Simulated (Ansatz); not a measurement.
Start from `O[Si](Cl)(Br)Br` and change one atom or group to get `F[Si](Cl)(Br)Br`.

Ansatz, PBE0-D4/def2-TZVP geometries, multiplicity 1. Each molecule was computed in one conformer, which needn't be the lowest.

Scalar relativity is left out up to krypton.

```csv
property,`O[Si](Cl)(Br)Br`
size of the dipole moment (PBE/def2-TZVPP) / D,1.48
LUMO energy (ωB97M-V/def2-TZVPP) / eV,1.27
HOMO–LUMO gap (PBE0/def2-TZVPP) / eV,7.97
HOMO energy (PBE0/def2-TZVPP) / eV,-8.66
LUMO energy (PBE0/def2-TZVPP) / eV,-0.69
HOMO energy (B3LYP/def2-TZVPP) / eV,-8.38
```

Question: Give the same properties after the change, and the shifts. (Estimate.)

Answer: Ansatz gave: 
```tsv
property	`F[Si](Cl)(Br)Br`	shift
size of the dipole moment (PBE/def2-TZVPP) / D	0.59	-0.89
LUMO energy (ωB97M-V/def2-TZVPP) / eV	1.04	-0.23
HOMO–LUMO gap (PBE0/def2-TZVPP) / eV	7.95	-0.02
HOMO energy (PBE0/def2-TZVPP) / eV	-8.92	-0.26
LUMO energy (PBE0/def2-TZVPP) / eV	-0.97	-0.28
HOMO energy (B3LYP/def2-TZVPP) / eV	-8.64	-0.26
```

The zero-point energy changes by -29.1 kJ/mol with -3 modes. Dipoles are sizes alone; their direction can turn.

B3LYP here is the variant with VWN-RPA as its local correlation; programs differ in this.

Spin–orbit coupling is left out; it splits and shifts lone-pair levels of the heavy atoms by tenths of an eV.
